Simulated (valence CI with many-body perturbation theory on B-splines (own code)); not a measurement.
The numbers below are computed, except where a source is named.
# Hyperfine factors and g values of Ag³²⁺

Method: configuration interaction combined with many-body perturbation theory (CI+MBPT): five valence electrons over a frozen Dirac-Fock core [Ne], a basis of 11 s, 11 p, 10 d, 8 f, 5 g, 2 h functions for each j, with the one-electron correlation potential Σ1 (screened to all orders), the two-electron term Σ2, the three-electron term Σ3, Breit, model QED; selected single and double excitations, second order for the rest, scaled by the run's own slope (own B-spline code, finite nucleus).

The last digits are not significant, and no measured levels were compared; by estimate large intervals hold to a few tenths of a per cent, small ones and those within an open d or f shell to about a per cent. Among the levels kept, up to 4200 cm⁻¹ of a level comes from second order outside the variational space, and about a tenth of that is noise between levels of different J, which matters for small intervals.

A/g_I is the dipole constant over the nuclear g factor μ/I (μ in nuclear magnetons, uniformly magnetised nucleus), B/Q the quadrupole constant per barn. Both hold the static response of the core; the bare values leave it out. Large factors of s and p1/2 electrons are usually good to 5 to 10 %; those of open d and f shells near neutrality can be off by tens of per cent, and small factors of p3/2, d and f electrons come from cancelling terms and can be off by a factor of two or in sign, in half-filled shells by more. B is blank for J = 1/2, where it vanishes, and for nearly pure S terms. Energies count from the lowest level.

Levels are named by their leading jj configuration (3d3/2^4 stands for four electrons in 3d with j = 3/2), which in mixed levels can hold well under half, so a name can repeat and another be missing. Letters in brackets count levels of one name in rising energy.

```
                             Level  E (eV)      g  A/g_I (MHz)  A/g_I bare  B/Q (MHz/b)  B/Q bare
        (3s^2 3p1/2^2 3p3/2) J=3/2    0.00  1.461        37200       37400        62400     61100
        (3s^2 3p1/2 3p3/2^2) J=3/2   34.78  1.395         4130        5110        24400     23900
        (3s^2 3p1/2 3p3/2^2) J=5/2   41.46  1.196        84800       83200         -273      -264
        (3s^2 3p1/2 3p3/2^2) J=1/2   49.78  0.660       253000      246000                       
              (3s^2 3p3/2^3) J=3/2   85.11  1.267        44800       44400       -86900    -85000
        (3s 3p1/2^2 3p3/2^2) J=5/2  117.93  1.511       167000      163000        26000     25500
        (3s^2 3p1/2^2 3d3/2) J=3/2  123.71  0.908         1120        2400       -14500    -13600
        (3s 3p1/2^2 3p3/2^2) J=1/2  136.32  2.331       622000      605000                       
        (3s 3p1/2^2 3p3/2^2) J=3/2  139.32  1.135        -8630       -7000       -14000    -13500
        (3s^2 3p1/2^2 3d5/2) J=5/2  142.95  1.180        21200       21700        28000     28300
          (3s 3p1/2 3p3/2^3) J=3/2  157.10  1.310        75900       74800       -53700    -52500
(3s^2 3p1/2 3p3/2 3d3/2) J=3/2 [a]  159.96  1.028        67600       66800       -40100    -39200
(3s^2 3p1/2 3p3/2 3d3/2) J=5/2 [a]  159.97  1.035        86800       85300       -25400    -24600
(3s^2 3p1/2 3p3/2 3d3/2) J=1/2 [a]  160.85  0.343        78300       77200                       
          (3s 3p1/2 3p3/2^3) J=5/2  165.03  1.153       144000      141000       -86700    -84500
    (3s^2 3p1/2 3p3/2 3d3/2) J=7/2  166.31  1.109        57600       57100        36300     36200
(3s^2 3p1/2 3p3/2 3d5/2) J=7/2 [a]  170.03  1.304        -1850        -569        85800     84900
    (3s^2 3p1/2 3p3/2 3d5/2) J=9/2  176.56  1.226        44600       44400        44500     44700
          (3s 3p1/2 3p3/2^3) J=1/2  177.70  1.137        18300       18300                       
(3s^2 3p1/2 3p3/2 3d5/2) J=3/2 [a]  179.15  1.157       -15900      -14000       -42400    -41400
(3s^2 3p1/2 3p3/2 3d5/2) J=5/2 [a]  179.74  1.272        36400       36600        -5750     -5270
(3s^2 3p1/2 3p3/2 3d3/2) J=3/2 [b]  185.78  1.243        -6750       -5040         7990      7660
(3s^2 3p1/2 3p3/2 3d3/2) J=5/2 [b]  187.93  1.269        61700       61200       -14000    -13700
(3s^2 3p1/2 3p3/2 3d5/2) J=7/2 [b]  188.87  1.054        51600       51000        47800     47700
(3s^2 3p1/2 3p3/2 3d3/2) J=1/2 [b]  189.30  2.022        96400       95700                       
(3s^2 3p1/2 3p3/2 3d5/2) J=3/2 [b]  194.92  1.309        72200       71400        -7750     -7710
(3s^2 3p1/2 3p3/2 3d5/2) J=5/2 [b]  197.40  1.135        15700       16200        39000     38800
(3s^2 3p1/2 3p3/2 3d5/2) J=3/2 [c]  197.59  0.944        67900       66700        31500     31200
    (3s^2 3p1/2 3p3/2 3d5/2) J=1/2  202.92  1.182       131000      127000                       
        (3s^2 3p3/2^2 3d5/2) J=7/2  212.78  1.251        23400       23800        18500     18500
        (3s^2 3p3/2^2 3d5/2) J=1/2  212.86  1.230        95300       93300                       
        (3s^2 3p3/2^2 3d5/2) J=9/2  215.68  1.210        26300       26500        69400     69000
        (3s^2 3p3/2^2 3d3/2) J=1/2  220.29  1.401        23700       23500                       
        (3s^2 3p3/2^2 3d3/2) J=5/2  221.27  1.197        60500       60000       -26300    -25900
    (3s^2 3p3/2^2 3d3/2) J=3/2 [a]  221.47  1.137        23800       24200       -28000    -27800
        (3s^2 3p3/2^2 3d3/2) J=7/2  225.32  1.103        36000       36000         3470      4340
    (3s^2 3p3/2^2 3d5/2) J=5/2 [a]  232.41  1.204        13000       13700       103000    102000
    (3s^2 3p3/2^2 3d3/2) J=3/2 [b]  233.11  1.024        22500       23300        11300     11600
(3s 3p1/2^2 3p3/2 3d3/2) J=5/2 [a]  241.65  1.420       125000      123000        12100     11600
(3s 3p1/2^2 3p3/2 3d3/2) J=3/2 [a]  242.24  1.568       135000      133000        -5380     -5790
```

Task: Take the isotope of mass number 107, with I = 1/2, μ = -0.11352 μN. What is the hyperfine structure of (3s^2 3p1/2 3p3/2^2) J=1/2?

Result: From the table A = -57500 MHz. Shifts from the centre of gravity in MHz: F = 0: 43100, F = 1: -14400.
